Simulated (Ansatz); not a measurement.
A structure relaxed at PBE0-D4/def2-TZVP, charge 0, multiplicity 1:

Cartesian coordinates in Å:
```
Cl 0.097 -1.432 1.905
Zr 0.003 -0.046 0.061
I -2.552 0.352 -0.634
I 1.140 2.306 0.648
I 1.312 -1.180 -1.981
```

Task: Give its formula and SMILES.

Result: ClI3Zr, `[Cl][Zr]([I])([I])[I]`.

Task: Point group (tolerance 0.08 Å, 0.16 Å for H)?

Result: C3v.

Task: Summarise the bond lengths by kind.

Result: 1 × Cl–Zr 2.308 Å; 3 × I–Zr 2.677 Å.

Program: Ansatz 0.2.0.
